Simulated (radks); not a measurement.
Results of a calculation; reference values are marked as such.
Fractional charge and spin in the 5s shell of xenon: the spin-up occupation runs from 0 to 1 and the spin-down occupation from 0 to 1; the fullest corner is Xe, [Kr] 4d10 5p6 5s(up 1, down 1). Code: a radial shooting solver on a logarithmic mesh with Libxc functionals. Model: scalar-relativistic Kohn-Sham, PBEsol, spin-polarised, spherical densities, finite nucleus; Fermi nuclear charge, rms radius of each element as measured or else 0.836 A^(1/3) + 0.57 fm. Energy (eV) minus the two flat planes that join the four corners (they meet along the diagonal where the two added fractions sum to one electron); zero is where a piecewise linear energy would lie.

\begin{tabular}{lrrrrr}
down \ up & 0 & 0.25 & 0.5 & 0.75 & 1 \\ \hline
0 & 0.000 & -0.995 & -1.320 & -0.985 & 0.000 \\
0.25 & -0.995 & -1.266 & -0.879 & 0.156 & -0.912 \\
0.5 & -1.320 & -0.879 & 0.208 & -0.810 & -1.206 \\
0.75 & -0.985 & 0.156 & -0.810 & -1.156 & -0.897 \\
1 & 0.000 & -0.912 & -1.206 & -0.897 & 0.000 \\
\end{tabular}

Corners above the fullest one (they belong to Xe+ and the next ion): (up 1, down 0) 24.519 eV, (up 0, down 1) 24.519 eV, (up 0, down 0) 59.990 eV. With half an added electron in each spin the energy lies 0.208 eV from the planes, and with half an added electron in spin up alone -1.320 eV. The planes are only a guide here: the flat-plane condition holds for ground states with one frontier orbital, while this shell lies below other occupied shells, so the corners above the fullest one are inner-hole states and not the ground states of those ions.
